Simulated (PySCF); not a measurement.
CF₂I, SMILES I[C](F)F (connectivity only; charge and spin as stated), charge +1, multiplicity 1. Heavy atoms are numbered as in [F:1][C:2]([F:3])[I:4].

Geometry: B3LYP-D3(BJ)/def2-SVP. The multiplicity is an assumed one; other spin states were not compared. The isomer is the one that the SMILES or the coordinates give; other isomers of the formula were not compared. The def2 effective core potentials stand for the cores of I; spin–orbit coupling is left out.

All values below come from PySCF with CAM-B3LYP/def2-TZVPD.

Mulliken values depend strongly on the basis, most of all with diffuse functions as here. ESP charges are fitted to the potential on shells at 1.4 to 2.0 van der Waals radii. Atomic charges (e), one atom of each kind:

| atom | ESP fit | Mulliken |
|---|---|---|
| F1 | 0.14 | -0.02 |
| C2 | 0.15 | 0.42 |
| I4 | 0.58 | 0.61 |
